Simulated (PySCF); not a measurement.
SMILES F[Si](CC[Si](F)(F)F)(F)F at its B3LYP/def2-SVP optimised geometry (Å):

```
14

Si     1.4702    -1.7268     0.0000
F      0.9834    -2.5539     1.2908
F      0.9812    -2.5474    -1.2940
F      3.0760    -1.7268     0.0000
C      0.7743    -0.0129     0.0000
C     -0.7736     0.0127     0.0023
Si    -1.4702     1.7262    -0.0014
F     -3.0760     1.7245    -0.0117
F     -0.9902     2.5473     1.2956
F     -0.9761     2.5539    -1.2890
H      1.1733     0.5156    -0.8833
H      1.1766     0.5201     0.8789
H     -1.1760    -0.5220    -0.8756
H     -1.1726    -0.5141     0.8865
```

Method: PySCF with B3LYP/def2-TZVP. Cells within 0.4 Å of a nucleus heavier than hydrogen are left out (blank, or x).

Map of the electrostatic potential (hartree/e), clipped to [-0.08, 0.12] on the plane z = 0.0 Å:

```
|1111111111111111111111111111111|
|1111111111111111111111111111111|
|1111111111111111111111111111111|
|1111111111111111111111111111111|
|1111111122222111111111111111111|
|1000011234443211111111111111111|
|0000001247897532222222222111111|
|0000001379999974322222222211111|
|0000027999999997433222222221111|
|0000199999999999643332222221111|
|000039xx99xxx999754333322222111|
|000029xx999x9999865443322221111|
|0000079999999999999754332221111|
|1000013699999999999974332221111|
|1110012369999x999x9995432211111|
|111111235799xx999xx997532111111|
|1111122345999x999x9999632100111|
|1111222334799999999999963100001|
|1111222334579999999999999700000|
|1111222233445689999x999xx920000|
|111222223333457999xxx99xx930000|
|1111222222333469999999999910000|
|1111222222223347999999997200000|
|1111122222222234799999731000000|
|1111112222222222357987421000000|
|1111111111111111123444321100001|
|1111111111111111112222211111111|
|1111111111111111111111111111111|
|1111111111111111111111111111111|
|1111111111111111111111111111111|
|1111111111111111111111111111111|
```
Scale: ten equal steps from -0.021 (start of '0') to 0.120 (end of '9'), in the order '0123456789'; x runs from -5.50 to 5.50, y from -5.50 (bottom) to 5.50 (top).
